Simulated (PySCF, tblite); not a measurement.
Isomers of C6H13NOSi2, one GFN2-xTB conformer each. Single-point energies are computed at PBE0/pcSseg-1 (PySCF, gas phase, no added dispersion term), electronic only.

Task: Rank them by PBE0/pcSseg-1 energy, lowest first (kcal/mol).
A. `[CH3:1][N:2]([CH3:3])[C:4](=[O:5])[C@H:6]1[CH:7]=[CH:8][SiH2:9][SiH2:10]1` with C1–N2–C4–O5 179°, N2–C4–C6–C7 98°, C4–C6–C7–C8 82°, C7–C8–Si9–Si10 13°, C8–Si9–Si10–C6 -21°, C4–C6–Si10–Si9 -84°
B. `[SiH3:1][CH2:2][SiH2:3][CH2:4][CH2:5][c:6]1[n:7][cH:8][cH:9][o:10]1` with Si1–C2–Si3–C4 -174°, C2–Si3–C4–C5 -64°, Si3–C4–C5–C6 67°, C4–C5–C6–N7 -126°
C. `[CH3:1][C:2](=[O:3])[NH:4][C:5]1=[C:6]([CH2:7][SiH3:8])[CH2:9][SiH2:10]1` with C1–C2–N4–C5 180°, C2–N4–C5–C6 179°, C5–C6–C7–Si8 92°

Result: B (0.0), A (3.8), C (4.8).

As drawn, the lowest has an aromatic ring, which the highest lacks; the highest has a four-membered ring, a C=O bond and an N–H bond, which the lowest lacks. Neighbours under 2.5 kcal/mol apart (CN(C)C(=O)[C@H]1C=C[SiH2][SiH2]1 and CC(=O)NC1=C(C[SiH3])C[SiH2]1) can change places with a better method, another conformer or zero-point energy. GFN2-xTB itself gives, in the same order: 0.0, 11.9, 9.3. Both levels put the same isomer lowest; measured from each level's own lowest isomer, the values differ by up to 8.1 kcal/mol (CN(C)C(=O)[C@H]1C=C[SiH2][SiH2]1: 11.9 against 3.8).

Task: Which frontier levels, dipoles and rotational constants go with these structures?

Result: 
| SMILES | HOMO (eV, PBE0/pcSseg-1) | LUMO (eV) | dipole (D) | A, B, C (MHz) |
| --- | --- | --- | --- | --- |
| [SiH3]C[SiH2]CCc1ncco1 | -7.10 | -0.14 | 1.91 | 1289, 656.5, 492.4 |
| CN(C)C(=O)[C@H]1C=C[SiH2][SiH2]1 | -7.15 | -0.47 | 4.30 | 1867, 649.7, 630.7 |
| CC(=O)NC1=C(C[SiH3])C[SiH2]1 | -6.12 | -0.21 | 3.79 | 1428, 602.3, 457.7 |

Task: What happens when harmonic zero-point energies from GFN2-xTB frequencies are added?

Result: 
```
                          SMILES  ZPE (kcal/mol)  electronic (kcal/mol)  with ZPE (kcal/mol)
          [SiH3]C[SiH2]CCc1ncco1           106.7                    0.0                  0.0
CN(C)C(=O)[C@H]1C=C[SiH2][SiH2]1           108.0                    3.8                  5.1
    CC(=O)NC1=C(C[SiH3])C[SiH2]1           105.8                    4.8                  3.9
```

The zero-point energies span 2.2 kcal/mol. The lowest isomer stays, but the order above it changes.
